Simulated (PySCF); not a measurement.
Ge2H5NO (calculated)

Calculation on a computer-drawn molecule: the log of a Hartree-Fock and frozen-core CCSD(T) single point meant for a local Hartree-Fock minimum, with one planted fault or none, to be diagnosed. Offsets are logged minus clean, where the clean run is the same molecule without the fault. The reference is restricted for singlets and unrestricted otherwise, and also for a bond in bohr or an excited solution. Adding or removing an electron swaps singlet and doublet. The excited solution moves the top pair (singlet) or top alpha electron (doublet) to the lowest empty orbital. Highest occupied and lowest empty are orbital energies over both spins, largest force is the largest gradient component, triples share is (T) over the correlation energy, the T1 limit is 0.02 restricted and 0.045 unrestricted, electrons count all cores, a negative frequency is imaginary (commonest isotopes), and the dipole is about the centre of nuclear charge; on germanium a core potential holds 10 electrons, which the energies leave out, and 3d is frozen in MP2 and coupled-cluster steps. Program: PySCF 2.14.0.

```json
{"formula": "Ge2H5NO", "logged_structure": {"atoms_angstrom": [["N", 0.573, -1.4181, -1.4884], ["Ge", -1.0304, -0.5489, -1.3212], ["O", -0.8159, 0.7111, -0.0925], ["Ge", 0.1277, 2.2129, 0.0282], ["H", 0.7456, -1.8075, -2.399], ["H", 0.7568, -2.1261, -0.7989], ["H", -1.3487, 0.0833, -2.6762], ["H", -2.1695, -1.4296, -0.8055], ["H", 0.5111, 2.3421, -1.527]]}, "given": {"meant_charge": 0, "meant_multiplicity": 1, "meant_basis": "cc-pVDZ", "meant_basis_and_core_potential_on_germanium": "cc-pVDZ-PP ECP10MDF", "logged_electrons": 84, "logged_basis_functions": 99, "logged_SCF_converged": "yes", "logged_spin_squared": 2.0148, "logged_highest_occupied [eV]": -7.1801, "logged_lowest_empty [eV]": -0.23614, "logged_largest_force [hartree/bohr]": 0.030221, "logged_T1_diagnostic": 0.019202, "logged_D1_diagnostic": 0.085285, "logged_triples_share": 0.026168, "logged_CC_converged": "yes", "logged_dipole_magnitude [debye]": 1.1984, "logged_SCF_stable_within_its_kind": "yes", "logged_energy_HF [hartree]": -718.94785, "logged_energy_CCSD(T) [hartree]": -719.51953, "possible_faults": "no fault, one electron removed, one electron added, multiplicity raised by two, geometry at a saddle point, SCF held on an excited solution, minimal basis STO-3G, one bond length entered in bohr, all coordinates scaled", "drawn_bonds_atom": [1, 2, 3, 1, 1, 2, 2, 4], "drawn_bonds_other_atom": [2, 3, 4, 5, 6, 7, 8, 9], "drawn_bonds_order": [1, 1, 1, 1, 1, 1, 1, 1]}, "results": {"planted_fault": "multiplicity raised by two", "HF_energy_offset_from_clean_run [kcal/mol]": 38.59, "CCSD(T)_energy_offset_from_clean_run [kcal/mol]": 51.23}}
```
